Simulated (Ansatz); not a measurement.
Single points on B(NH2tBu)Cl3 (C4H11BCl3N).

```yaml
crystal:
  periodic: [false, false, false]
  atoms:
    - {symbol: B, position_ang: [1.222818, -0.024570, -1.995684]}
    - {symbol: N, position_ang: [1.005278, -0.040020, -0.362092]}
    - {symbol: C, position_ang: [-0.292078, 0.005664, 0.446990]}
    - {symbol: C, position_ang: [0.144225, -0.006515, 1.922270]}
    - {symbol: C, position_ang: [-1.057484, 1.294520, 0.133281]}
    - {symbol: C, position_ang: [-1.142217, -1.230759, 0.139151]}
    - {symbol: H, position_ang: [1.532042, -0.881477, -0.068949]}
    - {symbol: H, position_ang: [1.600000, 0.747023, -0.048555]}
    - {symbol: H, position_ang: [0.714192, -0.925827, 2.172139]}
    - {symbol: H, position_ang: [-0.745782, 0.023173, 2.580428]}
    - {symbol: H, position_ang: [0.772364, 0.874776, 2.169457]}
    - {symbol: H, position_ang: [-0.431550, 2.193989, 0.301939]}
    - {symbol: H, position_ang: [-1.403625, 1.318193, -0.915458]}
    - {symbol: H, position_ang: [-1.936882, 1.358711, 0.803813]}
    - {symbol: H, position_ang: [-1.489528, -1.235679, -0.909400]}
    - {symbol: H, position_ang: [-0.577476, -2.169284, 0.313015]}
    - {symbol: H, position_ang: [-2.023331, -1.233332, 0.810490]}
    - {symbol: Cl, position_ang: [3.080489, -0.135258, -2.084546]}
    - {symbol: Cl, position_ang: [0.607542, 1.568124, -2.672827]}
    - {symbol: Cl, position_ang: [0.421004, -1.501464, -2.735489]}
basis:
  gaussian: {orbitals: def2-TZVP, initial_orbitals: start.molden}
magnetization: {spin_polarized: true, initial_magnetization: 2}
hamiltonian: {xc: r2scan, dispersion: d4}
scf: {omitted_lower_state_checks: [starts]}
output: {orbitals: {seedname: orbitals}}
```

The file start.molden holds the orbitals of an earlier run on this structure, at another level or in another basis.

```sh
$ ansatz run in.yaml --threads 2 --pin off --events-out ev --progress --plain --max-ram 22528MiB --backend cuda --devices 0, --max-vram 18GiB
```

Output, abridged:

```
Functional definition: r2SCAN
2296 factors; their error is unknown
mean field evaluation 1: about -44056.6758 eV, gradient 8.1e0 eV
mean field evaluation 2: about -44056.7629 eV, gradient 1.8e-1 eV
mean field evaluation 4: about -44056.7151 eV, gradient 3.2e-2 eV
mean field evaluation 8: about -44056.7151 eV, gradient 1.5e-5 eV
mean field evaluation 16: about -44056.7151 eV, gradient 6.5e-6 eV
mean field -44056.71512499 eV, -1619.0544181293 hartree, gradient 6.5e-6 eV, S^2 2.004789; 0 other end points of the search recorded, 0 dependent functions left out
reference -44056.71514264 eV, -1619.0544187778 hartree; 50, 48 occupied and 313, 315 virtual orbitals, 2296 factors
Total energy: -44056.89954907 eV, -1619.0611955892 hartree
Checks for a lower state left out: starts
```

Hardware: 2 threads of AMD EPYC 7R13 on a shared host and a share (18 GiB) of an NVIDIA H100 80GB HBM3. Wall time 13 s, peak host memory 1.2 GiB.

As the first input, with `gaussian: {orbitals: def2-TZVP}`, `hamiltonian: {xc: pbe0, dispersion: d4}` (abridged; 22 s):

```
Functional definition: PBE0
mean field evaluation 16: about -44042.4216 eV, gradient 2.5e-2 eV
mean field evaluation 32: about -44042.4217 eV, gradient 6.6e-5 eV
mean field -44042.42165695 eV, -1618.5291428671 hartree, gradient 7.0e-6 eV, S^2 2.005274
Total energy: -44043.00041282 eV, -1618.5504117533 hartree
Checks for a lower state left out: starts
```

First input, but with `hamiltonian: {xc: pbe, dispersion: d4}` (abridged; 11 s):

```
Functional definition: PBE
mean field evaluation 16: about -44038.9947 eV, gradient 1.7e-4 eV
mean field -44038.99468957 eV, -1618.4032041389 hartree, gradient 2.0e-6 eV, S^2 2.001994
Total energy: -44039.66743312 eV, -1618.4279270085 hartree
Checks for a lower state left out: starts
```

Geometry: PBE-D4/def2-SVP, that of the neutral singlet.

At r2SCAN-D4/def2-TZVP, PBE-D4/def2-TZVP the gap within one spin of the charge 0 triplet nearly closes, so an electron or hole may be smeared out by delocalisation error. At PBE-D4/def2-TZVP an occupied level of the charge 0 triplet lies above an empty one (by up to 0.00 eV), so this SCF solution is probably not the lowest. At PBE0-D4/def2-TZVP a singlet of charge 0 lies 7.18 eV below the triplet at the same geometry.
